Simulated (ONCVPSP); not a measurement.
**An all-electron radial function and its pseudo partner (chromium)**

Columns: radius, all-electron u(r) and pseudo u(r) of the 3p shell (level -46.86 eV) of chromium in the configuration [Ne] 3s2 3p6 3d5 4p1; PBE, scalar-relativistic, ONCV scheme, ONCVPSP 4.0.1.

```tsv
r (bohr)	all-electron	pseudo
0.113	-0.5078	0.0568
0.225	-0.4392	0.2118
0.338	0.0398	0.4317
0.450	0.5191	0.6654
0.563	0.8583	0.8709
0.675	1.0380	1.0119
0.788	1.0941	1.0771
0.900	1.0672	1.0698
1.013	0.9916	1.0066
1.125	0.8931	0.9103
1.238	0.7862	0.7992
1.350	0.6821	0.6895
1.463	0.5841	0.5873
1.575	0.4966	0.4975
1.688	0.4187	0.4188
1.800	0.3517	0.3517
1.913	0.2938	0.2937
2.025	0.2449	0.2449
2.138	0.2033	0.2032
2.250	0.1686	0.1686
2.363	0.1393	0.1393
2.475	0.1152	0.1151
2.588	0.0949	0.0949
2.700	0.0782	0.0782
2.813	0.0643	0.0643
2.925	0.0529	0.0529
```

(1) How many radial nodes do the two functions have?

(2) At about which radius was the pseudo-wave matched?

(3) Is the pseudo-wave norm-conserving?

Answers

(1) The all-electron 3p function has n − l − 1 = 1; the pseudo-wave has 0, since the states of the same l below it are removed with the core.

(2) 1.90 bohr. The columns agree to 0.0005 from 1.69 bohr on; several derivatives are matched, so the curves merge somewhat inside the radius.

(3) Yes: the ONCV scheme keeps the norm inside the radius equal to the all-electron one, which fixes the energy derivative of the logarithmic derivative at the level.
